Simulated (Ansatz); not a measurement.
A nudged elastic band was laid between two geometries of C₂H₄B₂ (8 atoms, charge 0, multiplicity 1).

Level of theory: RKS B3LYP-D4/def2-SVP (Ansatz 0.2.0).

```json
{
 "movable images": "5",
 "climbing image": "yes",
 "spring": "5.0 eV/Å²",
 "optimiser": "quadratic models (default)",
 "start path": "through a guess of the saddle point",
 "force threshold": "0.05 eV/Å",
 "iteration limit": "53",
 "end points": "relaxed"
}
```

First end point:

```xyz
8
Properties=species:S:1:pos:R:3
C -0.237 1.002 -0.368
C 0.613 -0.102 0.122
B 1.595 -0.962 0.552
B 0.225 -1.623 0.572
H -0.793 0.713 -1.275
H -0.975 1.310 0.392
H 0.377 1.882 -0.616
H -0.807 -2.221 0.620
```

Last end point:

```xyz
8
Properties=species:S:1:pos:R:3
C -0.332 0.971 -0.367
C -0.460 -0.418 0.113
B 0.678 -1.488 0.575
B -0.833 -1.674 0.529
H -0.767 1.075 -1.375
H -0.872 1.664 0.300
H 0.719 1.298 -0.417
H 1.867 -1.428 0.643
```

What changes between the two ends?

Bonds broken: B4–H8. Bonds formed: B3–H8.

Give the energies along the band, and the barrier.

The forces met the threshold. The highest image is number 2 of 0 to 6, 2.87 eV above the first end and 2.89 eV above the last; the last end lies 0.02 eV below the first. Neighbouring images differ by up to 1.9 eV, so the band resolves the path poorly. A vibrational analysis at the climbing image gives 2 clearly imaginary modes (1156i, 132i cm⁻¹): a point of higher order. A lower path may pass nearby, or the ends, which weren't checked, may share the extra mode. The orbitals stay closed-shell, which can raise the energy where a bond breaks towards radicals; this wasn't checked here.

```
image  path coordinate (Å)  energy (eV)  B4–H8 (Å)  B3–H8 (Å)
    0                 0.00         0.00       1.19       2.71
    1                 0.89         0.92       1.15       2.41
    2                 1.79         2.87       1.31       1.50
    3                 2.50         1.95       2.14       1.19
    4                 3.21         1.27       2.48       1.16
    5                 3.91         0.21       2.68       1.19
    6                 4.62        -0.02       2.71       1.19
```

What is the geometry of the highest image?


```xyz
8
Properties=species:S:1:pos:R:3:forces:R:3
C -0.223 1.070 -0.388 0.00 -0.01 0.00
C 0.366 -0.189 0.121 -0.01 0.02 0.00
B 1.171 -1.196 0.581 -0.01 -0.01 0.01
B -0.487 -1.493 0.412 0.02 -0.02 0.00
H -0.776 0.900 -1.327 0.00 0.00 0.00
H -0.936 1.495 0.338 0.01 0.00 0.00
H 0.552 1.828 -0.583 0.00 0.00 0.00
H 0.332 -2.416 0.846 -0.01 0.01 -0.01
```

The band took 19 iterations and about 6 core-minutes.

Run time: 6.6 min on 1 thread of AMD EPYC (Zen 3), with other jobs on the host, peak memory 0.14 GiB.
